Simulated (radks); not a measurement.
Question: Radial electron density D(r) = 4 pi r^2 rho(r) of an atom or ion with 2 electrons. Method: Dirac Kohn-Sham, PBEsol, spin-unpolarised, spherical densities, point nucleus; computed with a radial shooting solver on a logarithmic mesh with Libxc functionals.

r (bohr)  D(r) (e/bohr)
0.001624         0.6562
0.00189          0.8678
0.0022            1.145
0.002562          1.505
0.002982          1.972
0.003444          2.536
0.004009          3.293
0.004668          4.251
0.005434          5.451
0.006326          6.935
0.007364          8.744
0.008573          10.91
0.009981          13.45
0.01162           16.34
0.01342           19.35
0.01562           22.71
0.01819           26.07
0.02117           29.15
0.02465           31.64
0.02869           33.17
0.0334            33.39
0.03889           32.06
0.04527           29.14
0.05228           25.11
0.06086           19.98
0.07085           14.59
0.08249           9.654
0.09603           5.690
0.1118            2.933
0.1301            1.293
0.1515           0.4755
0.1764           0.1415

What is the nuclear charge?

Answer: Z = 31. The innermost maximum, from 1s, lies near gamma/Z bohr with gamma = sqrt(1 - (Z/c)^2) = 0.974, here 0.0314 bohr (found: 0.0316), and its height grows with Z. The density is that of the gallium ion Ga29+ in [He]; the configuration itself is not fixed sharply by these data, and Z only to about a unit. D(r) has 1 maximum, at r = 0.0316 bohr.
